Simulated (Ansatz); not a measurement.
Gas-phase electronic energies from Ansatz, PBE0-D4/def2-TZVP geometries. CCSD(T)/CBS is the MP2 limit (def2-TZVPP, def2-QZVPP) plus CCSD(T) − MP2 in def2-TZVPP, frozen cores. Functionals use def2-TZVPP. B3LYP here is the variant with VWN-RPA as its local correlation; programs differ in this. Each species was taken in one conformer, which may not be the lowest.

Consider the isomerisation: `BC[SiH2][NH][AlH2]` → `C[SiH2]B[NH][AlH2]`.

```
  level  ΔE (kcal/mol)
ωB97M-V           -4.5
  B3LYP           -6.0
```

Task: What does CCSD(T)/CBS give? (Best estimate.)

Result: The calculation gave: -4.7 kcal/mol. The listed levels differ from it by 0.2, -1.3 kcal/mol.

Largest T1 diagnostic among the species: 0.012.

From PBE to PBE0 (25 % exact exchange), in def2-TZVPP and without D4, ΔE moves by +1.5 kcal/mol. In def2-TZVPP, CCSD(T) changes the Hartree–Fock value by −3.3 kcal/mol (the triples alone add −0.5 kcal/mol) and MP2 by −1.4 kcal/mol.
